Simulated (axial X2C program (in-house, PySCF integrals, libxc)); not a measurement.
**A run on CoB⁻ that gave no curve**

A calculation with an in-house all-electron X2C program for linear molecules (integrals from PySCF) was to scan the bond of CoB⁻, spin-free and two-component.

Input:
```json
{
 "zs": [
  27,
  5
 ],
 "q": -1,
 "bas": [
  "dyall-acv3z",
  "dyall-av3z"
 ],
 "levels": [
  "PBE0",
  "HF",
  "B3LYP"
 ],
 "cc": true,
 "r0": 1.96,
 "thr": -2.0,
 "nmax": 90,
 "npts": 10,
 "nst": 2,
 "ntry": 6
}
```
```bash
python so2c.py task.json out
```

Keys: zs atomic numbers; q charge; bas basis sets; levels methods; cc coupled cluster on or off; r0 starting distance in Å; thr threshold in hartree for freezing inner shells (an s shell follows its p shell); nmax most natural virtual spinors; npts points on the curve; nst determinants followed; ntry starts of the search. HF also brings MP2.

Outcome:

It hit its time limit before the bond scan began.
